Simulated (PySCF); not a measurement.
**Low-lying terms of Li⁺ (lithium, charge +1)**

Ground state 1s2, ¹S. Calculation: PySCF 2.14, in aug-cc-pVTZ (5s4p3d2f, 46 functions); no relativity, point nucleus. Vertical excitation energies in eV without spin-orbit coupling; excited terms of each kind are numbered among those the solver found. Frozen: nothing.

| term | leading excitation | EOM-EE-CCSD | measured centre of gravity (NIST) |
| --- | --- | --- | --- |
| 1 3S | 1s → s | 58.887 | 59.021 (1s2s) |
| 1 1S | 1s → s | 60.438 | 69.280 (1s3s) |
| 1 3P° | 1s → p | 60.820 | 61.281 (1s2p) |
| 1 1P° | 1s → p | 61.571 | 62.216 (1s2p) |
| 2 3S | 1s → s | 68.280 | n/a |
| 2 1S | 1s → s | 68.620 | n/a |
| 2 3P° | 1s → p | 68.657 | n/a |
| 1 3D | 1s → d | 68.839 | n/a |
| 1 1D | 1s → d | 68.841 | n/a |
| 2 1P° | 1s → p | 68.910 | n/a |
| 2 3D | 1s → d | 72.780 | n/a |
| 2 1D | 1s → d | 72.783 | n/a |
| 1 3F° | 1s → f | 73.253 | n/a |
| 1 1F° | 1s → f | 73.253 | n/a |

Only the lower part of the computed list is shown. Doubly excited terms such as np² are absent. The solver can miss terms. Rydberg members are limited by the diffuse functions of the basis.
